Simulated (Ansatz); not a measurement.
Energy profile

The step: Si₂NH₇ ([SiH3][NH][SiH3]) + BCl₃ ([Cl][B]([Cl])[Cl]) → BSi₂NH₆Cl₂ ([SiH3][N]([SiH3])[B]([Cl])[Cl]) + HCl; bonds formed: Cl2–H5; dative contacts that become bonds: B1–N6; bonds broken: B1–Cl2, H5–N6 (atoms numbered as in the saddle structure below).

B1  (-0.642, -0.468, -1.313)
Cl2  (1.022, 0.968, -2.412)
Cl3  (-0.264, -2.091, -1.879)
Cl4  (-2.193, 0.230, -1.763)
H5  (0.751, 0.667, -0.890)
N6  (0.037, 0.033, -0.062)
Si7  (-0.853, 1.254, 0.910)
Si8  (1.116, -1.120, 0.794)
H9  (0.042, 1.577, 2.045)
H10  (-1.083, 2.446, 0.071)
H11  (-2.113, 0.661, 1.407)
H12  (2.205, -1.512, -0.121)
H13  (1.650, -0.368, 1.952)
H14  (0.324, -2.278, 1.260)
(Å)

Electronic energies by CCSD(T) at an estimated basis limit (MP2 extrapolated from triple and quadruple zeta, plus CCSD(T) − MP2 in triple zeta), on PBE0-D4/def2-TZVP structures; BSi2NH7Cl3, singlet; no counterpoise correction. Computed with Ansatz 0.2.0 (basis: def2-TZVPP and def2-QZVPP); correlated methods freeze the cores. Extrapolation: Hartree–Fock as exp(−7.88 √X), correlation as X^−2.97.

Q: Give the profile in eV, counted from the separated reactants. (An estimate is asked for; the value comes from the calculation.)

A: Computed:
```json
{"point": "separated: BCl3 (linked as [Cl][B]([Cl])[Cl]; B1, Cl2, Cl3, Cl4; singlet) + Si2NH7 (linked as [SiH3][NH][SiH3]; H5, N6, Si7, Si8, H9, H10, H11, H12, H13, H14; singlet)", "eV": "0.000"}
{"point": "start structure", "eV": "-0.805"}
{"point": "saddle", "eV": "0.485"}
{"point": "end structure", "eV": "-0.494"}
{"point": "separated: BSi2NH6Cl2 (linked as [SiH3][N]([SiH3])[B]([Cl])[Cl]; B1, Cl3, Cl4, N6, Si7, Si8, H9, H10, H11, H12, H13, H14; singlet) + HCl (Cl2, H5; singlet)", "eV": "-0.426"}
```

No T1 diagnostic of these runs exceeds 0.012.

The step is the kind of exchange with an N–H group that builds nitride films in atomic layer and chemical vapour deposition. Here a small cluster stands in for the surface site.

For scale, one of the runs: CCSD(T)/def2-TZVPP, 370 basis functions, launched by `ansatz run in.yaml --threads 4 --pin off --events-out ev --progress --plain --max-ram 66560MiB --backend cuda --devices 0, --max-vram 37GiB`. Hardware: 4 CPU threads of an AMD EPYC 7R13 and a share of one NVIDIA H100, shared host. Wall time 16 s; peak host memory 0.9 GiB.
